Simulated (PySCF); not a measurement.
CH4Cl2GeO, singlet, geometry from GFN2-xTB; PBE0/6-31G, polarisability in PySCF.

The PySCF input:
```python
from pyscf import gto, scf, dft
from pyscf.prop import polarizability

mol = gto.Mole()
mol.atom = '''
    Ge    0.15907495    0.41291440   -0.04167399
    Cl    0.22219295   -0.43282184    1.89400469
    Cl    1.56885311   -0.43121389   -1.31456889
    O    -1.35158246   -0.05339538   -0.80762099
    C    -2.66393618   -0.00382681   -0.27481327
    H     0.29151601    1.92621803    0.04775761
    H    -3.29221889   -0.59940109   -0.93771149
    H    -3.03680065    1.02181116   -0.24970728
    H    -2.70440126   -0.42315764    0.73266782
'''
mol.basis = '6-31g'
mol.verbose = 4
mol.build()

mf = dft.RKS(mol)
mf.xc = 'pbe0'
mf.kernel()
alpha = mf.Polarizability().polarizability()[2, 2]
print('alpha_zz =', alpha)
```

What does PySCF print? Leave out banner, timings and long lists.


```
site-packages/pyscf/prop/efg/rhf.py:45: UserWarning: Module EFG is under testing
  warnings.warn('Module EFG is under testing')
site-packages/pyscf/prop/efg/dhf.py:30: UserWarning: Module EFG is under testing
  warnings.warn('Module EFG is under testing')
site-packages/pyscf/prop/zfs/uhf.py:40: UserWarning: Module ZFS is under testing
  warnings.warn('Module ZFS is under testing')
site-packages/pyscf/prop/gtensor/uhf.py:43: UserWarning: Module g-tensor is under testing
  warnings.warn('Module g-tensor is under testing')
site-packages/pyscf/prop/gtensor/uks.py:41: UserWarning: Module g-tensor is under testing
  warnings.warn('Module g-tensor is under testing')
site-packages/pyscf/prop/hfc/uks.py:35: UserWarning: Module HFC is under testing
  warnings.warn('Module HFC is under testing')
site-packages/pyscf/prop/magnetizability/rhf.py:39: UserWarning: Module magnetizability is under testing
  warnings.warn('Module magnetizability is under testing')
site-packages/pyscf/prop/magnetizability/uhf.py:37: UserWarning: Module magnetizability is under testing
  warnings.warn('Module magnetizability is under testing')
site-packages/pyscf/prop/magnetizability/rks.py:37: UserWarning: Module magnetizability is under testing
  warnings.warn('Module magnetizability is under testing')
site-packages/pyscf/prop/magnetizability/uks.py:39: UserWarning: Module magnetizability is under testing
  warnings.warn('Module magnetizability is under testing')
site-packages/pyscf/prop/polarizability/uhf.py:34: UserWarning: Module polarizability is under testing
  warnings.warn('Module polarizability is under testing')
site-packages/pyscf/prop/polarizability/rks.py:29: UserWarning: Module polarizability is under testing
  warnings.warn('Module polarizability is under testing')
site-packages/pyscf/prop/polarizability/uks.py:29: UserWarning: Module polarizability is under testing
  warnings.warn('Module polarizability is under testing')
PySCF version 2.14.0

[INPUT] verbose = 4
[INPUT] num. atoms = 9
[INPUT] num. electrons = 84
[INPUT] charge = 0
[INPUT] spin (= nelec alpha-beta = 2S) = 0
[INPUT] symmetry False subgroup None
[INPUT] Mole.unit = angstrom
[INPUT] Symbol           X                Y                Z      unit          X                Y                Z       unit  Magmom
[INPUT]  1 Ge     0.159074950000   0.412914400000  -0.041673990000 AA    0.300608088779   0.780295128889  -0.078752427618 Bohr   0.0
[INPUT]  2 Cl     0.222192950000  -0.432821840000   1.894004690000 AA    0.419883822309  -0.817914738330   3.579150142742 Bohr   0.0
[INPUT]  3 Cl     1.568853110000  -0.431213890000  -1.314568890000 AA    2.964702707572  -0.814876153208  -2.484175173973 Bohr   0.0
[INPUT]  4 O     -1.351582460000  -0.053395380000  -0.807620990000 AA   -2.554120684166  -0.100902644517  -1.526182483550 Bohr   0.0
[INPUT]  5 C     -2.663936180000  -0.003826810000  -0.274813270000 AA   -5.034109793520  -0.007231622831  -0.519321815696 Bohr   0.0
[INPUT]  6 H      0.291516010000   1.926218030000   0.047757610000 AA    0.550885419826   3.640024532899   0.090248803264 Bohr   0.0
[INPUT]  7 H     -3.292218890000  -0.599401090000  -0.937711490000 AA   -6.221392044220  -1.132703898866  -1.772017899958 Bohr   0.0
[INPUT]  8 H     -3.036800650000   1.021811160000  -0.249707280000 AA   -5.738721523401   1.930943243424  -0.471878370510 Bohr   0.0
[INPUT]  9 H     -2.704401260000  -0.423157640000   0.732667820000 AA   -5.110577712329  -0.799652047117   1.384541520082 Bohr   0.0

nuclear repulsion = 586.897603511709
number of shells = 43
number of NR pGTOs = 242
number of NR cGTOs = 79
basis = 6-31g
ecp = {}

******** <class 'pyscf.dft.rks.RKS'> ********
method = RKS
initial guess = minao
damping factor = 0
level_shift factor = 0
DIIS = <class 'pyscf.scf.diis.CDIIS'>
diis_start_cycle = 1
diis_space = 8
diis_damp = 0
SCF conv_tol = 1e-09
SCF conv_tol_grad = None
SCF max_cycles = 50
direct_scf = True
direct_scf_tol = 1e-13
XC library pyscf.dft.libxc version 7.1.2
    S. Lehtola, C. Steigemann, M. J. T. Oliveira, and M. A. L. Marques,  SoftwareX 7, 1–5 (2018)
XC functionals = pbe0
    C. Adamo and V. Barone,  J. Chem. Phys. 110, 6158 (1999)
    M. Ernzerhof and G. E. Scuseria,  J. Chem. Phys. 110, 5029 (1999)
radial grids:
    Treutler-Ahlrichs [JCP 102, 346 (1995); DOI:10.1063/1.469408] (M4) radial grids

becke partition: Becke, JCP 88, 2547 (1988); DOI:10.1063/1.454033
pruning grids: <function nwchem_prune>
grids dens level: 3
symmetrized grids: False
atomic radii adjust function: <function treutler_atomic_radii_adjust>
small_rho_cutoff = 0
Set gradient conv threshold to 3.16228e-05
Initial guess from minao.
tot grids = 125832
init E= -3111.9847614432
  HOMO = -0.351812887079095  LUMO = -0.0499865964115345  gap/eV = 8.21311
cycle= 1 E= -3111.93935424506  delta_E= 0.0454  |g|= 0.696  |ddm|= 2.94
  HOMO = -0.18775793845318  LUMO = -0.0543594485020278  gap/eV = 3.62996
cycle= 2 E= -3111.72373953988  delta_E= 0.216  |g|= 1.26  |ddm|= 2.36
  HOMO = -0.329612318939095  LUMO = -0.0396073590279351  gap/eV = 7.89144
cycle= 3 E= -3112.05635312574  delta_E= -0.333  |g|= 0.142  |ddm|= 1.53
  HOMO = -0.307460139847537  LUMO = -0.0359119182407022  gap/eV = 7.38920
cycle= 4 E= -3112.06224202971  delta_E= -0.00589  |g|= 0.0435  |ddm|= 0.278
  HOMO = -0.31017996904358  LUMO = -0.0353197040766662  gap/eV = 7.47933
cycle= 5 E= -3112.06266995365  delta_E= -0.000428  |g|= 0.00924  |ddm|= 0.0509
  HOMO = -0.310424017127935  LUMO = -0.0352297179744445  gap/eV = 7.48842
cycle= 6 E= -3112.06267813646  delta_E= -8.18e-06  |g|= 0.00128  |ddm|= 0.0055
  HOMO = -0.310712102966017  LUMO = -0.0353265096229274  gap/eV = 7.49362
cycle= 7 E= -3112.06267848152  delta_E= -3.45e-07  |g|= 0.000286  |ddm|= 0.00212
  HOMO = -0.310717188725535  LUMO = -0.0352744198884642  gap/eV = 7.49518
cycle= 8 E= -3112.06267850835  delta_E= -2.68e-08  |g|= 7.97e-05  |ddm|= 0.000581
  HOMO = -0.310706355164355  LUMO = -0.0352766054291833  gap/eV = 7.49483
cycle= 9 E= -3112.0626785101  delta_E= -1.75e-09  |g|= 2.38e-05  |ddm|= 0.000101
  HOMO = -0.310706476475958  LUMO = -0.0352796594605813  gap/eV = 7.49475
cycle= 10 E= -3112.06267851026  delta_E= -1.66e-10  |g|= 2.13e-06  |ddm|= 3.18e-05
  HOMO = -0.310705563910763  LUMO = -0.035279013855511  gap/eV = 7.49474
Extra cycle  E= -3112.06267851023  delta_E= 3.82e-11  |g|= 2.69e-06  |ddm|= 6.37e-06
converged SCF energy = -3112.06267851023
Isotropic polarizability 52.8555911227
Polarizability anisotropy 13.5575153494
alpha_zz = 57.90105542928799
```
